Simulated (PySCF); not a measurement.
# Excitation energy of Zr by level of theory

Zr [Kr] 4d2 5s2 (3F) → Zr [Kr] 4d2 5s1 5p1 (high-spin determinant), as a difference of total energies. All numbers are calculated (PySCF 2.14, scalar relativity through the core potential, in aug-cc-pVTZ-PP with one added diffuse shell each of s, p, d, f, g type with ECP28MDF (7s7p6d4f3g, 113 functions)). Correlated levels: valence: 4s2 4p6 frozen. The calculations carry no spin-orbit coupling.

```
           method  excitation energy (eV)
              UHF                   0.823
              LDA                   2.130
              PBE                   1.909
             PBE0                   1.753
           r2SCAN                   1.582
             BP86                   1.997
            wB97X                   2.473
             MN15                   2.455
    MP2 (valence)                   1.626
SCS-MP2 (valence)                   1.906
```

Question: How much does correlation contribute at MP2 (valence)?

Answer: 1.626 − (0.823) = 0.803 eV, measured against UHF.

The determinant of the upper state mixes LS terms, which raises its energy above the lowest term, most at the Hartree-Fock and MP2 levels.
